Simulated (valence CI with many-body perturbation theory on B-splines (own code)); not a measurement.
Values are calculated unless marked as measured or tabulated.
Sensitivity of CI+MBPT for Cd33+

Method: configuration interaction combined with many-body perturbation theory (CI+MBPT): five valence electrons over a frozen Dirac-Fock core [Ne], radial functions for each j: 6 s, 6 p, 5 d, 3 f, 1 g, with the one-electron correlation potential Σ1 (screened to all orders), the two-electron term Σ2, the three-electron term Σ3, Breit, model QED; selected single and double excitations, second order for the rest, scaled by the run's own slope (own B-spline code, finite nucleus).

No measured spectrum was set against this ion. As an estimate, large intervals hold to a few tenths of a per cent, small ones and those within an open d or f shell to about a per cent. Among the levels kept, up to 1200 cm⁻¹ of a level comes from second order outside the variational space, and about a tenth of that is noise between levels of different J, which matters for small intervals.

The reference run has the lowest level (3s^2 3p1/2^2 3p3/2) J=3/2 and an ionisation energy of 2075.09 eV. Its largest variational space holds 9999 state functions.

Levels are named by their leading jj configuration (3d3/2^4 stands for four electrons in 3d with j = 3/2), which in mixed levels can hold well under half, so a name can repeat and another be missing. Letters in brackets count levels of one name in rising energy.

Changed runs:
A. screening of Σ1 on → off
B. selection threshold (hartree) 2e-08 → 1e-06
C. scale of Σ1 1 → 0.8; Breit term on → off; QED terms on → off
D. box radius (bohr) 2.4791 → 0.36 (bad on purpose)

Excitation energies of the reference run in cm⁻¹, and shifts in cm⁻¹:

```
                             Level  Reference        A     B       C
        (3s^2 3p1/2 3p3/2^2) J=3/2     312884     +3.1  -0.2   +4503
        (3s^2 3p1/2 3p3/2^2) J=5/2     368707     +3.2  -0.3   +5682
        (3s^2 3p1/2 3p3/2^2) J=1/2     437828     +3.3  -1.4   +4423
              (3s^2 3p3/2^3) J=3/2     755960     +6.2  -0.6   +9518
        (3s 3p1/2^2 3p3/2^2) J=5/2    1004010      -12  -0.3   +7251
        (3s^2 3p1/2^2 3d3/2) J=3/2    1031940      +15  -0.3   +4249
        (3s 3p1/2^2 3p3/2^2) J=1/2    1161010      -14  -0.7   +6774
        (3s 3p1/2^2 3p3/2^2) J=3/2    1181720     -5.7  -0.3   +6936
        (3s^2 3p1/2^2 3d5/2) J=5/2    1196470      +26  -0.3   +7305
          (3s 3p1/2 3p3/2^3) J=3/2    1345000     +4.2  -0.3  +10113
    (3s^2 3p1/2 3p3/2 3d3/2) J=5/2    1354310      +21  -0.3   +9561
(3s^2 3p1/2 3p3/2 3d3/2) J=3/2 [a]    1356710      +17  -0.3   +9910
            Ionisation energy (eV)    2075.09  +0.0087     0   +0.96
```

Run D: It gave no result. The program said: "need at least one array to concatenate".
